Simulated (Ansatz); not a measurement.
Consider the redistribution: `N#[C][Ge]([F])([F])[F]` + `O=C=N[Si](F)(Cl)Cl` → `O=C=[N][Ge]([F])([F])[F]` + `N#C[Si](F)(Cl)Cl`.

Computed with Ansatz on PBE0-D4/def2-TZVP structures; ΔE is electronic, products minus reactants. CCSD(T)/CBS adds triple-zeta CCSD(T) − MP2 to the extrapolated MP2 energy (def2 sets, frozen cores). DFT in def2-TZVPP. B3LYP here is the variant with VWN-RPA as its local correlation; programs differ in this. For Ge outer-core shells are correlated without core-valence functions, which leaves a few kJ/mol of doubt a bond. Scalar relativity is left out up to krypton. Each species was taken in one conformer, which may not be the lowest.

| level | ΔE (kJ/mol) | difference from CCSD(T)/CBS |
| --- | --- | --- |
| BLYP-D4 | 27.5 | 2.1 |
| r2SCAN-D4 | 26.1 | 0.7 |
| B3LYP-D4 | 28.0 | 2.6 |
| ωB97X-V | 25.8 | 0.4 |
| ωB97M-V | 27.1 | 1.7 |
| B2PLYP | 26.5 | 1.1 |
| PBE-QIDH | 25.8 | 0.4 |
| BHLYP | 27.7 | 2.3 |
| CAM-B3LYP | 28.2 | 2.8 |
| MP2/def2-TZVPP | 25.7 | 0.3 |
| SCS-MP2/def2-TZVPP | 25.1 | -0.3 |
| CCSD(T)/def2-TZVPP | 25.2 | -0.2 |
| MP2/def2-QZVPP | 25.7 | 0.3 |
| SCS-MP2/def2-QZVPP | 25.2 | -0.2 |
| MP2/CBS(def2) | 25.9 | 0.5 |
| CCSD/CBS(def2) | 26.0 | 0.6 |
| CCSD(T)/CBS | 25.4 | 0 |

Largest T1 diagnostic among the species: 0.014.

At CCSD(T), def2-SVP lies −5.8 kJ/mol from the extrapolated value and def2-TZVPP −0.2 kJ/mol. Leaving LDA and LC-ωPBE aside and taking each functional with its dispersion term where it has one, the values, not all of them listed here, spread over 3.1 kJ/mol, from revPBE-D4 to CAM-B3LYP-D4. LDA lies +3.0 kJ/mol from PBE without D4.
